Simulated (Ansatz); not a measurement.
CCl2GaNO, SMILES `O=C=[N][Ga]([Cl])[Cl]`. Charge 0, multiplicity 1.

```csv
atom,x (Å),y (Å),z (Å)
O1,-2.532,1.050,-0.850
C2,-1.435,0.890,-0.502
N3,-0.288,0.805,-0.144
Ga4,0.939,-0.443,0.319
Cl5,2.868,0.197,0.868
Cl6,0.447,-2.498,0.308
```

Problem. What are the harmonic wavenumbers in cm⁻¹ at PBE0-D4/def2-TZVP (Ansatz, finite differences of forces, unscaled)? (Estimate.)

Solution. Computed: 46, 48, 123, 159, 176, 400, 474, 527, 648, 677, 1456, 2366.

Problem. Is this a minimum?

Solution. Yes, all 12 modes are real.

Problem. Give the ideal-gas thermochemistry at 298.15 K and 1 bar (rigid rotor, harmonic oscillator; point group Cs, symmetry number 1).

Solution. Zero-point energy 42.5 kJ/mol; H(298) − E = 64.5 kJ/mol; entropy 385.0 J/(mol·K), of which translation 173.8, rotation 123.8, vibration 87.4; G(298) − E = -50.3 kJ/mol. Modes under 100 cm⁻¹ are hindered rotations or soft bends, so the harmonic entropy is rough.

Problem. And at 400, 500, 600, 800 and 1000 K?

Solution. 
```tsv
T (K)	H − E (kJ/mol)	S (J/mol/K)	G − E (kJ/mol)
400	74.9	415.0	-91.1
500	85.8	439.2	-133.8
600	97.1	459.8	-178.8
800	120.6	493.6	-274.3
1000	145.0	520.8	-375.8
```
